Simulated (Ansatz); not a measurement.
Single points on HfAl₆.

```yaml
crystal:
  periodic: [false, false, false]
  atoms:
    - {symbol: Hf, position_ang: [0.097498, -1.687618, 0.881074]}
    - {symbol: Al, position_ang: [-0.789160, 1.967853, -0.702700]}
    - {symbol: Al, position_ang: [0.208562, -0.239037, -1.583902]}
    - {symbol: Al, position_ang: [-1.104263, 0.659202, 1.691715]}
    - {symbol: Al, position_ang: [-2.041820, -0.451155, -0.347323]}
    - {symbol: Al, position_ang: [2.429421, -1.172941, -0.497452]}
    - {symbol: Al, position_ang: [1.199772, 0.923696, 0.558588]}
basis:
  gaussian: {orbitals: def2-TZVP, initial_orbitals: start.molden}
hamiltonian: {xc: pbe, dispersion: d4}
scf: {omitted_lower_state_checks: [starts]}
output: {orbitals: {seedname: orbitals}}
```

The file start.molden holds the orbitals of an earlier run on this structure, at another level or in another basis.

```sh
$ ansatz run in.yaml --threads 4 --pin off --events-out ev --progress --plain --max-ram 8704MiB
```

It prints (some lines left out):

```
Functional definition: PBE
1899 factors; their error is unknown
mean field evaluation 1: about -40867.5500 eV, gradient 1.5e1 eV
mean field evaluation 2: about -40867.7174 eV, gradient 2.6e-1 eV
mean field evaluation 4: about -40867.6966 eV, gradient 6.4e-3 eV
mean field -40867.69663708 eV, -1501.8601502929 hartree, gradient 2.2e-5 eV, S^2 0.000000; 0 other end points of the search recorded, 0 dependent functions left out
reference -40867.69667433 eV, -1501.8601516621 hartree; 45, 45 occupied and 217, 217 virtual orbitals, 1899 factors
Total energy: -40868.08122776 eV, -1501.8742837397 hartree
Checks for a lower state left out: starts
```

Run time 6 s (4 threads of Arm Neoverse V1 on a shared host).

As the first input, with `gaussian: {orbitals: def2-SVP, initial_orbitals: start.molden}` (abridged; 3.5 s):

```
Functional definition: PBE
mean field -40853.31407681 eV, -1501.3316009518 hartree, gradient 1.9e-5 eV, S^2 0.000000
Total energy: -40853.69866770 eV, -1501.3457344066 hartree
Checks for a lower state left out: starts
```

As the first input, with `hamiltonian: {xc: r2scan, dispersion: d4}`, `output: {forces: true, orbitals: {seedname: orbitals}}` (abridged; 17 s):

```
Functional definition: r2SCAN
mean field -40884.54039713 eV, -1502.4791470577 hartree, gradient 1.9e-5 eV, S^2 0.000000
Total energy: -40884.60875981 eV, -1502.4816593400 hartree
Atom 0 force    -0.021878     0.057231    -0.028504 eV/Å
Atom 1 force    -0.005925    -0.035596     0.020101 eV/Å
Atom 2 force     0.002084    -0.007540    -0.002168 eV/Å
Atom 3 force     0.022152     0.003847     0.011565 eV/Å
Atom 4 force    -0.003094    -0.013520    -0.014642 eV/Å
Atom 5 force    -0.001015    -0.000901     0.008560 eV/Å
Atom 6 force     0.007677    -0.003521     0.005088 eV/Å
Dipole moment:    -0.170207    -0.465614     0.334721 e Å
Checks for a lower state left out: starts
```

First input, but with `gaussian: {orbitals: def2-TZVPD, initial_orbitals: start.molden}`, `hamiltonian: {xc: r2scan, dispersion: d4}` (abridged; 20 s):

```
Functional definition: r2SCAN
mean field -40884.56829584 eV, -1502.4801723165 hartree, gradient 2.2e-5 eV, S^2 0.000000
Total energy: -40884.63666346 eV, -1502.4826847802 hartree
Checks for a lower state left out: starts
```

The first input with `gaussian: {orbitals: def2-TZVPD, initial_orbitals: start.molden}`, `hamiltonian: {xc: pbe0, dispersion: d4}` (abridged; 16 s):

```
Functional definition: PBE0
mean field -40869.49606239 eV, -1501.9262779534 hartree, gradient 1.2e-5 eV, S^2 0.000000
Total energy: -40869.82815510 eV, -1501.9384821354 hartree
Checks for a lower state left out: starts
```

Geometry: r2SCAN-D4/def2-SVP.

In the def2 sets Hf takes a core potential; there is no spin–orbit coupling. The structure comes from a short search, and lower isomers may exist.
